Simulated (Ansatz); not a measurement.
All numbers were calculated with Ansatz.

Basis-set series for CH4Br2Si (`C[SiH](Br)Br`). Charge 0, multiplicity 1. Geometry: relaxed with PBE0-D4/def2-TZVP.

```csv
functional,basis,functions,energy (Eh),HOMO (eV),LUMO (eV)
PBE0-D4,def2-SVP,116,-5476.92131,-8.30,0.05
PBE0-D4,def2-TZVPP,225,-5477.69599,-8.41,-0.21
ωB97M-V,def2-SVP,116,-5477.34709,-10.47,2.09
ωB97M-V,def2-TZVPP,225,-5478.12249,-10.60,1.71
```

(1) Give the rows for def2-QZVPP. (Estimate.)

Results:

(1) The calculation gave: 
| functional | basis | functions | energy (Eh) | HOMO (eV) | LUMO (eV) |
| --- | --- | --- | --- | --- | --- |
| PBE0-D4 | def2-QZVPP | 425 | -5477.81343 | -8.43 | -0.30 |
| ωB97M-V | def2-QZVPP | 425 | -5478.23539 | -10.62 | 1.48 |

Positive LUMOs are unbound and depend on the basis. Scalar relativity is left out up to krypton.
